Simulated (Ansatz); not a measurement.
Cost and result up the ladder for the cluster GaP2 (3 atoms). Charge 0, multiplicity 2. Geometry: PBE0-D4/def2-TZVP.

```xyz
3

Ga   -0.124   -0.307   -1.580
P    -0.914    0.219    0.854
P     1.038    0.089    0.726
```

Ansatz on 4 threads of Arm Neoverse V1 on a shared host. Times are rough, and most runs start from the orbitals of an earlier one. CAM-B3LYP-D4/def2-TZVP serves as the yardstick here, not as an exact answer. Differences are given only for rows in sets of like size (and for xTB, whose basis is part of the method), since another set adds its own error. Binding counts from free atoms at the same level (Ga doublet, P quartet; other spins of the atoms weren't run), without zero-point energy or a counterpoise term.

The 6-31G sets use Cartesian d functions. B3LYP takes the VWN-RPA correlation. Correlated methods freeze 19 core orbitals; core or outer-core shells of Ga are correlated, in sets that lack core-valence functions. In CCSD on the charge 0 doublet the largest single amplitude is 0.16, so its Hartree–Fock determinant may place the open shell otherwise than the density functionals do. The structure comes from a short search, and lower isomers may exist.

Run but left out: HF/STO-3G, HF/6-31G, MP2/def2-TZVP (⟨S²⟩ 1.01 to 1.58, where a pure state has 0.75).

Correlated methods converge slowly with the basis.

```tsv
level	functions	wall time
PBE-D4/def2-SVP	68	0.8 s
B3LYP-D4/6-31G	55	0.8 s
PBE-D4/def2-TZVP	122	1.4 s
B3LYP-D4/def2-TZVP	122	2.2 s
PBE-D4/def2-TZVPD	140	2.4 s
PBE0-D4/def2-TZVPD	140	3 s
CAM-B3LYP-D4/def2-TZVP (with forces)	122	3.1 s
PBE0-D4/def2-TZVP	122	3.4 s
r2SCAN-D4/def2-TZVP	122	4 s
r2SCANh-D4/def2-TZVP	122	4.8 s
r2SCAN-D4/def2-TZVPD	140	5.5 s
B97M-V/def2-TZVP	122	5.5 s
CCSD(T)/def2-TZVPP	132	12 s
CCSD(T)/def2-TZVPD	140	15 s
```

**Question.** Estimate what each level gives for the binding energy per atom (eV).

**Answer.** 
```json
{"level": "PBE-D4/def2-SVP", "binding energy per atom (eV)": "2.34", "difference from CAM-B3LYP-D4/def2-TZVP (eV)": "–", "remarks": "–"}
{"level": "B3LYP-D4/6-31G", "binding energy per atom (eV)": "1.66", "difference from CAM-B3LYP-D4/def2-TZVP (eV)": "–", "remarks": "–"}
{"level": "PBE-D4/def2-TZVP", "binding energy per atom (eV)": "2.39", "difference from CAM-B3LYP-D4/def2-TZVP (eV)": "0.26", "remarks": "–"}
{"level": "B3LYP-D4/def2-TZVP", "binding energy per atom (eV)": "2.24", "difference from CAM-B3LYP-D4/def2-TZVP (eV)": "0.10", "remarks": "–"}
{"level": "PBE-D4/def2-TZVPD", "binding energy per atom (eV)": "2.40", "difference from CAM-B3LYP-D4/def2-TZVP (eV)": "0.26", "remarks": "–"}
{"level": "PBE0-D4/def2-TZVPD", "binding energy per atom (eV)": "2.24", "difference from CAM-B3LYP-D4/def2-TZVP (eV)": "0.10", "remarks": "–"}
{"level": "CAM-B3LYP-D4/def2-TZVP (with forces)", "binding energy per atom (eV)": "2.14", "difference from CAM-B3LYP-D4/def2-TZVP (eV)": "0.00", "remarks": "–"}
{"level": "PBE0-D4/def2-TZVP", "binding energy per atom (eV)": "2.23", "difference from CAM-B3LYP-D4/def2-TZVP (eV)": "0.09", "remarks": "–"}
{"level": "r2SCAN-D4/def2-TZVP", "binding energy per atom (eV)": "2.24", "difference from CAM-B3LYP-D4/def2-TZVP (eV)": "0.10", "remarks": "–"}
{"level": "r2SCANh-D4/def2-TZVP", "binding energy per atom (eV)": "2.19", "difference from CAM-B3LYP-D4/def2-TZVP (eV)": "0.05", "remarks": "–"}
{"level": "r2SCAN-D4/def2-TZVPD", "binding energy per atom (eV)": "2.24", "difference from CAM-B3LYP-D4/def2-TZVP (eV)": "0.11", "remarks": "–"}
{"level": "B97M-V/def2-TZVP", "binding energy per atom (eV)": "2.34", "difference from CAM-B3LYP-D4/def2-TZVP (eV)": "0.21", "remarks": "–"}
{"level": "CCSD(T)/def2-TZVPP", "binding energy per atom (eV)": "2.01", "difference from CAM-B3LYP-D4/def2-TZVP (eV)": "-0.13", "remarks": "spin-contaminated (⟨S²⟩ 1.01)"}
{"level": "CCSD(T)/def2-TZVPD", "binding energy per atom (eV)": "2.01", "difference from CAM-B3LYP-D4/def2-TZVP (eV)": "-0.12", "remarks": "spin-contaminated (⟨S²⟩ 1.01)"}
```
